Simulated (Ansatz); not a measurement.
The B1–H2 bond of C2H5B (SMILES BC=C) is stretched (multiplicity 1, the rest rigid).
Geometry at rest (charge 0, multiplicity 1):
```xyz
8

B     -0.192     0.135     1.342
H     -0.504     1.285     1.411
H     -0.137    -0.515     2.340
C      0.127    -0.467    -0.033
C      0.061     0.277    -1.148
H      0.415    -1.510    -0.141
H      0.281    -0.119    -2.135
H     -0.221     1.323    -1.101
```

Frozen-core correlation.

The values were computed with Ansatz (a quantum-chemistry and plane-wave program). Values without a source in brackets are computed.

Energies above the point at 1.194 Å (the B3LYP-D3(BJ) bond length), FIC-MRCISD+Q on CASSCF(2,2)/cc-pVTZ (kcal/mol): 4.91 at 1.075 Å; 3.05 at 1.313 Å; 108.79 at 3.821 Å.

Task: Take the last value as the depth D of a Morse curve D(1 − e^(−a(R − R₀)))², fit a and R₀ to the two near points, and test it at 1.612 and 2.089 Å.

Result: 
With D = 108.8, both near points (counted from the curve's value at 1.194 Å) are met by a = 1.57 Å⁻¹ and R₀ = 1.197 Å, so k = 2Da² = 539 kcal/(mol Å²). The curve then gives 25.0 and 61.9 kcal/mol; the level itself gives 24.8 and 63.4, so Morse is off by 0.2 and -1.5.
